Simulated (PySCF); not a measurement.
## Cost of excited-state runs on SMILES O=c1cc1Br, C$_{3}$HBrO

Cartesian coordinates in Å; atom numbers follow the order of the lines, from 1:
```xyz
6

O    -1.102    1.802    0.232
C    -0.521    0.774    0.079
C    -0.438   -0.564   -0.427
C     0.613   -0.083    0.242
Br    2.306   -0.516    0.835
H    -0.856   -1.410   -0.956
```

PySCF with density fitting, on 1 thread of an Intel Xeon Platinum 8259CL, shared host. Command: `OMP_NUM_THREADS=1 python excited_run.py task.json out`

**Question.** How long does each of these runs take, and how much memory?
- first hyperpolarisability, CAM-B3LYP/aug-cc-pVTZ; usual settings
- excited states, wB97X-D/def2-TZVPD; Tamm-Dancoff; spin-orbit couplings; 6 states; 5 triplets; quadratic response for 4 states; IEF-PCM dimethylsulfoxide
- excited states, wB97X-D/def2-TZVPD; Tamm-Dancoff; spin-orbit couplings; 6 states; 5 triplets; quadratic response for 4 states
- excited states, CAM-B3LYP/aug-cc-pVTZ; two-photon moments; 8 states; quadratic response for 6 states; 0 triplets

**Answer.** 
| run | level | basis functions | wall time | peak memory (GiB) |
| --- | --- | --- | --- | --- |
| first hyperpolarisability | CAM-B3LYP/aug-cc-pVTZ | 266 | 48 s | 1 |
| excited states | wB97X-D/def2-TZVPD | 217 | 37 s | 0.81 |
| excited states | wB97X-D/def2-TZVPD | 217 | 48 s | 0.8 |
| excited states | CAM-B3LYP/aug-cc-pVTZ | 266 | 83 s | 1 |

Times from a shared host are rough.
